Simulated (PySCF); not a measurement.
A PySCF script (with the pyscf-properties extension) for the NMR shieldings of SMILES CS[Si@H](O)CC=O, C3H8O2SSi, on a GFN2-xTB geometry:

```python
import basis_set_exchange as bse
import numpy as np
from pyscf import gto, dft
from pyscf.prop import nmr

atoms = """
C     2.937489   -0.059671    0.334732
S     1.508426   -1.007886    0.937453
Si    0.033341   -0.166126   -0.353935
O     0.126888    1.443231   -0.268801
C    -1.699861   -0.705011    0.261239
C    -2.605958    0.115123   -0.549299
O    -2.674621    1.321950   -0.486341
H     2.709146    0.998613    0.381720
H     3.161727   -0.356343   -0.684230
H     3.771821   -0.296766    0.985514
H     0.260315   -0.606161   -1.729049
H    -0.696096    1.945904   -0.285221
H    -1.885351   -1.766280    0.156841
H    -1.754724   -0.418941    1.309921
H    -3.196953   -0.433646   -1.305907
"""
names = dict.fromkeys(["C", "S", "Si", "O", "H"], "pcSseg-1")
basis = {el: gto.basis.parse(bse.get_basis(n, elements=[el], fmt="nwchem")) for el, n in names.items()}
mol = gto.M(atom=atoms, basis=basis, charge=0, verbose=0)
mf = dft.RKS(mol, xc="PBE0")
mf.grids.level = 2
mf.grids.alignment = dft.numint.BLKSIZE   # the property module wants whole blocks of grid points
mf.conv_tol = 1e-9
mf.kernel()

calc = nmr.RKS(mf)   # GIAO
C = mf.mo_coeff
Co = C[:, mf.mo_occ > 0]
resp = mf.gen_response(singlet=True, hermi=2)
def vind(x):   # induced exchange potential for any number of trial vectors
    d = np.einsum("pi,xij,qj->xpq", C, 2 * x.reshape(-1, C.shape[1], Co.shape[1]), Co, optimize=True)
    return np.einsum("xpq,pi,qj->xij", resp(d - d.transpose(0, 2, 1)), C, Co, optimize=True).ravel()
mo1, _ = nmr.rhf.solve_mo1(calc, with_cphf=vind)
sigma = calc.kernel(mo1)
for i, s in enumerate(sigma):   # ppm
    print("%2d %-2s %9.2f" % (i, mol.atom_pure_symbol(i), np.trace(s) / 3))
```

Question: What does it print?

Answer: 
```
 0 C     175.78
 1 S     655.03
 2 Si    360.75
 3 O     298.90
 4 C     146.35
 5 C     -22.93
 6 O    -341.70
 7 H      29.16
 8 H      29.63
 9 H      29.58
10 H      26.27
11 H      27.74
12 H      29.07
13 H      29.37
14 H      21.52
```

These numbers come from an equivalent density-fitted implementation of the same equations, which agrees with the script to about 0.01 ppm for H and up to a few tenths of a ppm for heavy atoms, so last digits may differ.

Question: Turn these shieldings into chemical shifts. Referencing at the same level of theory: 13C (186.93 ppm), 29Si (349.16 ppm), 1H (31.72 ppm) against TMS; 33S (503.73 ppm) against CS2; 17O (336.08 ppm) vs H2O.

Answer: Averaging equivalent atoms: C 5: 209.9; C 4: 40.6; C 0: 11.1; S 1: -151; Si 2: -11.6; O 6: 677.8; O 3: 37.2; H 14: 10.20; H 10: 5.45; H 11: 3.98; H 12: 2.64; H 13: 2.35; H 7/8/9: 2.26 ppm. Unscaled 17O shifts of doubly bonded oxygen tend to come out too high, by tens of ppm or more. Experimental scales use liquid or dissolved standards, which lie at an offset from isolated H2O (liquid H2O: subtract about 36 ppm).

Size and cost of the density-fitted run: 173 basis functions, 46 s wall time on 1 thread of an Arm Neoverse N1, shared host; peak memory 0.78 GiB.
